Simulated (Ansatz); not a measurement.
Consider the formal exchange of groups at a Ge–O bond: `C[O][GeH2][SH]` + `N[SiH3]` → `N[SiH2][GeH2][SH]` + CH₃OH.

Computed with Ansatz on PBE0-D4/def2-TZVP structures; ΔE is electronic, products minus reactants. CCSD(T)/CBS is the MP2 limit (def2-TZVPP, def2-QZVPP) plus CCSD(T) − MP2 in def2-TZVPP, frozen cores. This one scheme is used for every species. Functionals use def2-TZVPP. For Ge outer-core shells are correlated without core-valence functions, which leaves a few kJ/mol of doubt a bond. Scalar relativity is left out up to krypton. One conformer a species, not always the lowest.

Question: Is it downhill or uphill in electronic energy at CCSD(T)/CBS, and by how much? (Estimate.)

Answer: The calculation gave: Uphill: ΔE = +21.0 kJ/mol.

Question: What do these levels give: r2SCAN-D4, PBE0-D4, PBE0, MP2/def2-TZVPP, CCSD(T)/def2-TZVPP, HF/def2-QZVPP? (Best estimate.)

Answer: Computed: r2SCAN-D4 21.0, PBE0-D4 9.8, PBE0 10.8, MP2/def2-TZVPP 30.8, CCSD(T)/def2-TZVPP 26.8, HF/def2-QZVPP 39.6 kJ/mol.

Largest T1 diagnostic among the species: 0.012.

In def2-TZVPP, CCSD(T) changes the Hartree–Fock value by −12.0 kJ/mol (the triples alone add +0.1 kJ/mol) and MP2 by −8.0 kJ/mol.
